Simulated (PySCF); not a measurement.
# `CC#C[C@H]1CC[C@@H]1O`, C7H10O

Molfile (atoms numbered from 1):
```
C7H10O
     RDKit          3D

 18 18  0  0  0  0  0  0  0  0999 V2000
    3.5535   -0.2773    0.1851 C   0  0  0  0  0  0  0  0  0  0  0  0
    2.1723   -0.0488   -0.1791 C   0  0  0  0  0  0  0  0  0  0  0  0
    1.0313    0.1489   -0.4912 C   0  0  0  0  0  0  0  0  0  0  0  0
   -0.3523    0.3582   -0.8361 C   0  0  1  0  0  0  0  0  0  0  0  0
   -1.1731   -0.8906   -1.2323 C   0  0  0  0  0  0  0  0  0  0  0  0
   -2.2977   -0.4440   -0.2877 C   0  0  0  0  0  0  0  0  0  0  0  0
   -1.3434    0.5922    0.3401 C   0  0  2  0  0  0  0  0  0  0  0  0
   -1.8186    1.8847    0.5558 O   0  0  0  0  0  0  0  0  0  0  0  0
    3.9514    0.5952    0.7027 H   0  0  0  0  0  0  0  0  0  0  0  0
    4.1502   -0.4601   -0.7084 H   0  0  0  0  0  0  0  0  0  0  0  0
    3.6283   -1.1430    0.8429 H   0  0  0  0  0  0  0  0  0  0  0  0
   -0.4315    1.1568   -1.5800 H   0  0  0  0  0  0  0  0  0  0  0  0
   -0.6911   -1.8104   -0.9082 H   0  0  0  0  0  0  0  0  0  0  0  0
   -1.4299   -0.9735   -2.2863 H   0  0  0  0  0  0  0  0  0  0  0  0
   -3.1251    0.0359   -0.8104 H   0  0  0  0  0  0  0  0  0  0  0  0
   -2.6975   -1.1993    0.3842 H   0  0  0  0  0  0  0  0  0  0  0  0
   -0.9277    0.2667    1.2954 H   0  0  0  0  0  0  0  0  0  0  0  0
   -2.2077    2.2149   -0.2629 H   0  0  0  0  0  0  0  0  0  0  0  0
  1  2  1  0
  2  3  3  0
  3  4  1  0
  4  5  1  0
  5  6  1  0
  6  7  1  0
  7  8  1  0
  7  4  1  0
  1  9  1  0
  1 10  1  0
  1 11  1  0
  4 12  1  6
  5 13  1  0
  5 14  1  0
  6 15  1  0
  6 16  1  0
  7 17  1  1
  8 18  1  0
M  END
```

The calculation used PySCF 2.14.0, TDDFT PBE0/def2-SVPD circular dichroism and optical rotation, one conformer, gas phase. Geometry: GFN2-xTB.

The molecule is flexible and this is one conformer; a measurement averages over conformers. States above about 6.9 eV (minus the energy of the highest occupied orbital) lie near or above the ionisation threshold and depend on the basis.

(1) Draw the ECD and absorption spectra from the lowest 8 states, each a Gaussian of half-width 0.2 eV at 1/e height.

## Answers

(1) 
```csv
E (eV),λ (nm),Δε (L mol⁻¹ cm⁻¹),ε (L mol⁻¹ cm⁻¹)
5.84,212,-0.01,0.807
5.99,207,-0.28,20.2
6.14,202,-2.53,176
6.29,197,-8.59,605
6.44,193,-11.58,1160
6.59,188,-1.91,2030
6.74,184,+14.58,2630
6.89,180,+13.85,2080
7.04,176,-9.15,2320
```
Δε uses R in velocity form, ε uses f in length form. Only the states computed contribute, so the short-wavelength end is incomplete.
